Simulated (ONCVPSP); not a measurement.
Varying the ONCV potential for Rb

Base potential:

rubidium, optimised norm-conserving Vanderbilt (ONCV), made with ONCVPSP 4.0.1 (PW91, scalar-relativistic). Core [Ar] 3d10, reference 4s2 4p6 5s1. Waves: 4s+5s: rc 2.10 bohr, ncon 4, nbas 6, qcut 6.3 1/bohr, 3 projectors, debl 2.3 Ha; 4p: rc 2.00 bohr, ncon 5, nbas 9, qcut 6.5 1/bohr, 2 projectors, debl 2.2 Ha; d scattering state at 0.21 Ha: rc 2.25 bohr, ncon 4, nbas 7, qcut 4.7 1/bohr, 1 projector; f scattering state at 0.14 Ha: rc 1.70 bohr, ncon 4, nbas 8, qcut 6.1 1/bohr, 2 projectors, debl 0.8 Ha. Local part: polynomial inside 1.70 bohr (lpopt 5, dvloc0 0 Ha). Core correction: none.

All-electron outer shells of the reference configuration (PW91, scalar-relativistic, ld1.x):

| shell | level (eV) | outermost node (bohr) | outermost maximum (bohr) |
| --- | --- | --- | --- |
| 4s | -31.97 | 0.62 | 1.25 |
| 4p | -16.02 | 0.64 | 1.42 |
| 5s | -2.24 | 1.79 | 4.38 |

Cutoffs, loose and tight: the cutoffs (Ha) at which the residual kinetic energy of the hardest occupied pseudo-wave falls to 1 and 0.1 mHa per electron. They do not see the model core or the augmentation charge, which bear on the density cutoff. Test errors are all-electron minus pseudo excitation energies from the reference, over the configurations 4s2 4p6 5s0; 4s2 4p6 5s0.5; 4s2 4p6 5s0 5p1; 4s1 4p6 5s1. A dash means not determined; rows that change the core or the reference have their own tests.

```tsv
change	outcome	cutoff, loose	cutoff, tight	bound ghosts	GHOST(+) flags above zero	largest test error (meV)
base	generated	14 Ha	18 Ha	none	s	-39
p: qcut 4.3	generated	12 Ha	51 Ha	none	s	-32
p: qcut 5.5	generated	12 Ha	16 Ha	none	s	-36
p: qcut 6.6	generated	14 Ha	18 Ha	none	s	-39
p: qcut 7.5	generated	17 Ha	21 Ha	none	s	-40
p: qcut 8.1	generated	19 Ha	23 Ha	none	s	-40
p: qcut 9.6	generated	24 Ha	29 Ha	none	s	-38
```

Reading the sweep of the qcut of the p channel (base included, trends over the rows without a ghost): The loose cutoff rises from 12 Ha at 4.3 to 24 Ha at 9.6 1/bohr. The waves are optimised to have the least kinetic energy above qcut, so the cutoff follows it (qcut²/2 in Ha). The median size of the test errors (rows with all tests solved) stays near 0.1 meV.
